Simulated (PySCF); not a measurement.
# SMILES CCC(=O)/C(F)=C(\C)F, C₆H₈F₂O

Geometry (Å), atoms numbered from 1 in this order:
```xyz
17

C    -2.650   -0.124   -0.849
C    -1.735    0.232    0.312
C    -0.283   -0.016   -0.010
O     0.114   -0.448   -1.069
C     0.646    0.314    1.087
F     0.076    0.790    2.221
C     1.979    0.173    1.026
C     2.755   -0.331   -0.132
F     2.720    0.507    2.094
H    -3.687    0.066   -0.584
H    -2.539   -1.175   -1.107
H    -2.395    0.467   -1.725
H    -1.846    1.285    0.586
H    -1.989   -0.351    1.202
H     2.434   -1.337   -0.397
H     2.580    0.292   -1.008
H     3.813   -0.333    0.116
```

Computed, not measured: GIAO PBE/pcSseg-1 magnetisability, rotational g tensor and spin-rotation constants, non-relativistic, gas phase in PySCF. Geometry: GFN2-xTB.

(1) Give the nuclear spin-rotation constants along the inertial axes (H = +C I·J) beside the isotropic shieldings.

## Answers

(1) Rotational constants 3.0744, 1.0131, 0.7728 GHz. A star marks the isotopologue with that one atom substituted, in its own axes.
| atom | isotope | Caa (kHz) | Cbb (kHz) | Ccc (kHz) | mean (kHz) | σ (ppm) |
| --- | --- | --- | --- | --- | --- | --- |
| F6 | 19F | 3.377 | 1.234 | 0.252 | 1.621 | 317.5 |
| F9 | 19F | 6.052 | 1.470 | 0.453 | 2.659 | 237.9 |
| H10 | 1H | -0.076 | -0.064 | -0.088 | -0.076 | 30.7 |
| H11 | 1H | -0.302 | -0.071 | -0.022 | -0.132 | 30.5 |
| H12 | 1H | -0.302 | -0.071 | -0.022 | -0.132 | 30.4 |
| H13 | 1H | -0.326 | -0.051 | -0.015 | -0.131 | 28.8 |
| H14 | 1H | -0.326 | -0.051 | -0.015 | -0.131 | 28.8 |
| H15 | 1H | -0.257 | -0.073 | -0.017 | -0.116 | 28.9 |
| H16 | 1H | -0.258 | -0.073 | -0.017 | -0.116 | 28.9 |
| H17 | 1H | 0.087 | -0.102 | -0.092 | -0.036 | 29.6 |
| C1 | 13C* | 0.434 | 0.132 | 0.099 | 0.222 | 174.0 |
| C2 | 13C* | 0.501 | 0.210 | 0.129 | 0.280 | 144.3 |
| C3 | 13C* | 1.690 | 0.486 | 0.186 | 0.788 | -16.6 |
| O4 | 17O* | -1.825 | -1.062 | -0.005 | -0.964 | -273.2 |
| C5 | 13C* | 1.177 | 0.419 | 0.196 | 0.597 | 31.6 |
| C7 | 13C* | 1.245 | 0.456 | 0.203 | 0.634 | 16.0 |
| C8 | 13C* | 0.489 | 0.141 | 0.126 | 0.252 | 160.2 |

For the geometry as given, no vibrational averaging.
